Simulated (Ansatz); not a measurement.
Reaction (formal exchange of groups at the Se–Ga bond): `[NH2][GaH][SeH]` + `[Cl][AlH][Cl]` → `[Cl][Al]([Cl])[SeH]` + `[NH2][GaH2]`

Isolated molecules relaxed with PBE0-D4/def2-TZVP in Ansatz; ΔE leaves out vibrations. CCSD(T)/CBS is the MP2 limit (def2-TZVPP, def2-QZVPP) plus CCSD(T) − MP2 in def2-TZVPP, frozen cores. This one scheme is used for every species. DFT in def2-TZVPP. For Ga, Se outer-core shells are correlated without core-valence functions, which leaves a few kJ/mol of doubt a bond. Scalar relativity is left out up to krypton. Each species was taken in one conformer, which may not be the lowest.

```tsv
level	ΔE (kJ/mol)	difference from CCSD(T)/CBS
PBE-D4	-13.2	-1.8
r2SCAN-D4	-13.5	-2.1
B97M-V	-12.7	-1.3
r2SCAN0-D4	-11.9	-0.5
BHLYP-D4	-8.7	2.7
r2SCAN	-13.2	-1.8
r2SCANh	-12.5	-1.1
LC-ωPBE	-12.4	-1.0
RPA@PBE/def2-TZVPP	-10.2	1.2
HF/def2-TZVPP	-3.3	8.1
CCSD(T)/CBS	-11.4	0
```

Largest T1 diagnostic among the species: 0.014.

In def2-TZVPP, CCSD(T) changes the Hartree–Fock value by −6.9 kJ/mol (the triples alone add −1.0 kJ/mol) and MP2 by −8.0 kJ/mol. Leaving LDA and LC-ωPBE aside and taking each functional with its dispersion term where it has one, the values, not all of them listed here, spread over 5.2 kJ/mol, from revPBE-D4 to BHLYP-D4.
